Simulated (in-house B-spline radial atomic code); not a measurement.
A fraction x of an electron is removed from 3p in Ar V (Ar4+), starting from [Ne] 3s2 3p2 and keeping the highest spin. Computed with a B-spline radial code for spherical atoms: scalar-relativistic (X2C) revTPSS, spin-polarised, spherical fractional occupations, Fermi nucleus of rms radius 3.4274 fm.

| x | E(x) - E(0) (eV) | 3p up level (eV) |
| --- | --- | --- |
| 0 | 0.0000 | -67.054 |
| 0.02 | 1.3442 | -67.365 |
| 0.16 | 10.9284 | -69.554 |
| 0.37 | 25.8814 | -72.859 |
| 0.4 | 28.0743 | -73.333 |
| 0.5 | 35.4867 | -74.916 |
| 0.51 | 36.2367 | -75.074 |
| 0.73 | 53.1375 | -78.573 |
| 0.86 | 63.4869 | -80.649 |
| 0.96 | 71.6317 | -82.248 |
| 1 | 74.9344 | -82.889 |

The exact functional would give a straight line between the two integer points. Deviations E(x) - E(0) - x[E(1) - E(0)], in eV: -0.154 at x = 0.02, -1.061 at x = 0.16, -1.844 at x = 0.37, -1.899 at x = 0.4, -1.98 at x = 0.5, -1.98 at x = 0.51, -1.565 at x = 0.73, -0.957 at x = 0.86, -0.305 at x = 0.96.

The curve lies below the straight line by up to 1.98 eV (at x = 0.5): convex, the delocalisation error that favours fractional charges.

Question: How well does Slater's transition state (minus the level at half occupation) give the ionisation energy?

Answer: It gives 74.916 eV against 74.934 eV from the two total energies; NIST lists 74.84 eV, ground level to ground level.
